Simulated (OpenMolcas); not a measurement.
Mo4+ (d2) among equal point charges was computed by CASSCF with the d shell active (OpenMolcas, ANO-RCC-VDZP on the metal). Its lowest spin-free states, and all those of the highest spin:

```
2S+1  Degeneracy  E (cm-1)
   3           3       0.0
   3           3      2879
   3           1      6331
   1           3     12136
   1           2     12850
   3           3     15252
   1           3     18628
   1           3     20163
   1           1     20358
   1           2     21506
   1           1     45776
```

Task: Is the site octahedral, tetrahedral or cube-like, axial, or of lower symmetry?

Result: The states with 2S+1 = 3 have orbital degeneracies 3, 3, 1, 3. Threefold states need a cubic site. For d2 at this spin an octahedron puts the threefold T1 below the threefold T2 and a tetrahedron or cube puts the single A2 below the threefold T2, so the site is octahedral. The run had Mo4+ among 6 point charges of -0.5 e arranged as an octahedron (Oh), 1.93 Å from the ion.

An orbital triplet at a regular site is open to Jahn-Teller coupling, which can distort the site and quench the lowest spin-orbit gaps and is left out. Without dynamic correlation the repulsion within the d shell is too large (B by tens of per cent), so at a given field states of lower spin stand too high. This field is weak: 10Dq is about 3500 cm-1, while octahedral complexes of 4d ions of charge 3 and more, computed by the same method with explicit ligands, had a median near 25000 cm-1. Ground spin and moment need not be those of a real site. This is an electrostatic model: the charges have no orbitals. No measured value stands beside these numbers.
